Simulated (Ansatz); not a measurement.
Stepwise reaction of `[SH][Ge][SH]` with hydrogen fluoride, as a gas-phase model of exchange steps in deposition or etching. ΔE in kJ/mol.

Calculated with Ansatz (gas phase, PBE0-D4/def2-TZVP geometries, no zero-point term in ΔE). CCSD(T)/CBS adds triple-zeta CCSD(T) − MP2 to the extrapolated MP2 energy (def2 sets, frozen cores). This one scheme is used for every species. Functionals use def2-TZVPP. B3LYP here is the variant with VWN-RPA as its local correlation; programs differ in this. For Ge outer-core shells are correlated without core-valence functions, which leaves a few kJ/mol of doubt a bond. Scalar relativity is left out up to krypton. Each species was taken in one conformer, which may not be the lowest.

```
step                                    reaction  PBE-D4  B3LYP-D4  ωB97M-V  CCSD(T)/CBS
   1  `[SH][Ge][SH]` + H–F → `[F][Ge][SH]` + H₂S    -7.1     -15.5    -19.6         -6.8
```

(1) Give the row of step 2, `[F][Ge][SH]` + H–F → `[F][Ge][F]` + H₂S. (Estimate.)

(2) By hand: ΔE of the 2 steps together at CCSD(T)/CBS.

Results:

(1) Ansatz gave: 
| step | reaction | PBE-D4 | B3LYP-D4 | ωB97M-V | CCSD(T)/CBS |
| --- | --- | --- | --- | --- | --- |
| 2 | `[F][Ge][SH]` + H–F → `[F][Ge][F]` + H₂S | -20.4 | -28.9 | -34.6 | -23.5 |

(2) (-6.8) + (-23.5) = -30.3 kJ/mol, or -15.2 kJ/mol a step.

In ΔE each step is lower than the one before. All are downhill at CCSD(T)/CBS. PBE-D4 differs from CCSD(T)/CBS by -0.3 to 3.1 kJ/mol a step. Isolated molecules leave out the surface, adducts and barriers. Largest T1 diagnostic: 0.015.
